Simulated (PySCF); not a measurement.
CH₆BNO. Atoms are numbered in the order given.

```xyz
10

B      0.6059     0.8346     0.0000
H      1.6540     1.4392     0.0000
N      0.6425    -0.5746     0.0000
C     -0.4572    -1.5000     0.0000
H      1.5561    -1.0094     0.0000
H     -0.4622    -2.1519    -0.8913
H     -0.4622    -2.1519     0.8913
H     -1.4169    -0.9603     0.0000
O     -0.5385     1.5786     0.0000
H     -1.3449     1.0543     0.0000
```
Charge 0, spin multiplicity 1.

Geometry: PBE0-D3(BJ)/def2-SVP. Other conformers were not sampled.

Computed with PySCF 2.14.0 with TDA-B3LYP/def2-SVPD.

Vertical excitations. The molecule is in vacuum. State labels are in the subgroup Cs.

```json
[
 {"state": "S1", "symmetry": "A\"", "energy (eV)": "6.04", "λ (nm)": "205", "f": "0.000", "main pairs": "HOMO→LUMO 99 %"},
 {"state": "S2", "symmetry": "A\"", "energy (eV)": "6.77", "λ (nm)": "183", "f": "0.009", "main pairs": "HOMO→LUMO+1 98 %"},
 {"state": "S3", "symmetry": "A\"", "energy (eV)": "7.56", "λ (nm)": "164", "f": "0.016", "main pairs": "HOMO→LUMO+3 99 %"},
 {"state": "S4", "symmetry": "A'", "energy (eV)": "7.81", "λ (nm)": "159", "f": "0.222", "main pairs": "HOMO→LUMO+2 85 %"},
 {"state": "S5", "symmetry": "A'", "energy (eV)": "8.16", "λ (nm)": "152", "f": "0.047", "main pairs": "HOMO−1→LUMO 90 %"},
 {"state": "S6", "symmetry": "A\"", "energy (eV)": "8.22", "λ (nm)": "151", "f": "0.001", "main pairs": "HOMO→LUMO+4 97 %"},
 {"state": "S7", "symmetry": "A\"", "energy (eV)": "8.65", "λ (nm)": "143", "f": "0.003", "main pairs": "HOMO→LUMO+6 81 %"},
 {"state": "S8", "symmetry": "A\"", "energy (eV)": "8.69", "λ (nm)": "143", "f": "0.011", "main pairs": "HOMO−2→LUMO 83 %"},
 {"state": "S9", "symmetry": "A'", "energy (eV)": "8.75", "λ (nm)": "142", "f": "0.008", "main pairs": "HOMO→LUMO+5 82 %, HOMO−1→LUMO+1 14 %"},
 {"state": "S10", "symmetry": "A'", "energy (eV)": "8.90", "λ (nm)": "139", "f": "0.075", "main pairs": "HOMO−1→LUMO+1 80 %, HOMO→LUMO+5 12 %"},
 {"state": "T1", "symmetry": "A\"", "energy (eV)": "5.93", "λ (nm)": "209", "f": "0", "main pairs": "HOMO→LUMO 97 %"},
 {"state": "T2", "symmetry": "A'", "energy (eV)": "6.31", "λ (nm)": "196", "f": "0", "main pairs": "HOMO→LUMO+2 96 %"},
 {"state": "T3", "symmetry": "A\"", "energy (eV)": "6.61", "λ (nm)": "188", "f": "0", "main pairs": "HOMO→LUMO+1 95 %"},
 {"state": "T4", "symmetry": "A\"", "energy (eV)": "7.44", "λ (nm)": "167", "f": "0", "main pairs": "HOMO→LUMO+3 92 %"}
]
```
Triplets are in the Tamm–Dancoff approximation.
